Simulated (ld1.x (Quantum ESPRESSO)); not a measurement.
# Scattering properties, TM potential for P (Z = 15)

```json
{
 "Element": "phosphorus (P)",
 "Generator": "ld1.x (Quantum ESPRESSO) 7.5",
 "Type": "norm-conserving Troullier–Martins (Kleinman–Bylander form)",
 "Functional": "Wu–Cohen",
 "Relativity": "scalar-relativistic",
 "Frozen core": "[Ne]",
 "Valence charge": "5",
 "Reference configuration": "3s1.5 3p3.5",
 "Partial waves": "3s (bound): rc 1.65 bohr; 3p (bound): rc 1.45 bohr",
 "Local potential": "the p channel",
 "Core correction": "Bessel-smoothed model core inside 1.10 bohr"
}
```

The phase is arctan(r·u′/u) with u = r·R(r), unwrapped; energies in Ry, scanned from -3 to 5 Ry. A pole is an energy at which the radial function vanishes at the test radius. The pseudo phase is shifted by a multiple of π to meet the all-electron one at the reference energy, and phase errors are pseudo minus all-electron; the curves can meet again beyond the range given. Levels narrower than the energy grid can be missing from the lists of poles.

```json
{"channel": "s", "radius (bohr)": "1.80", "reference energy (Ry)": "-1.05", "poles, all-electron": "2.43", "poles, pseudo": "2.29", "unbroken range about the reference energy with phases within 0.05 rad": "the whole range", "phase error 1 Ry above the reference energy (rad)": "-0.003"}
{"channel": "p", "radius (bohr)": "1.80", "reference energy (Ry)": "-0.42", "poles, all-electron": "3.49", "poles, pseudo": "3.23", "unbroken range about the reference energy with phases within 0.05 rad": "the whole range", "phase error 1 Ry above the reference energy (rad)": "-0.006"}
```

Phases in the p channel:

| E (Ry) | all-electron | pseudo |
| --- | --- | --- |
| -3.00 | 1.160 | 1.156 |
| -2.76 | 1.133 | 1.130 |
| -2.52 | 1.102 | 1.099 |
| -2.28 | 1.065 | 1.061 |
| -2.04 | 1.019 | 1.016 |
| -1.80 | 0.962 | 0.959 |
| -1.56 | 0.889 | 0.886 |
| -1.32 | 0.794 | 0.791 |
| -1.08 | 0.667 | 0.665 |
| -0.84 | 0.494 | 0.493 |
| -0.60 | 0.263 | 0.263 |
| -0.36 | -0.024 | -0.024 |
| -0.12 | -0.333 | -0.334 |
| 0.12 | -0.613 | -0.616 |
| 0.36 | -0.834 | -0.839 |
| 0.60 | -1.000 | -1.006 |
| 0.84 | -1.122 | -1.130 |
| 1.08 | -1.214 | -1.223 |
| 1.32 | -1.286 | -1.295 |
| 1.56 | -1.342 | -1.353 |
| 1.80 | -1.388 | -1.399 |
| 2.04 | -1.426 | -1.439 |
| 2.28 | -1.458 | -1.472 |
| 2.52 | -1.486 | -1.501 |
| 2.76 | -1.511 | -1.527 |
| 3.00 | -1.532 | -1.550 |
| 3.24 | -1.552 | -1.572 |
| 3.48 | -1.570 | -1.592 |
| 3.72 | -1.587 | -1.611 |
| 3.96 | -1.603 | -1.629 |
| 4.20 | -1.618 | -1.648 |
| 4.44 | -1.633 | -1.666 |
| 4.68 | -1.647 | -1.684 |
| 4.92 | -1.662 | -1.704 |
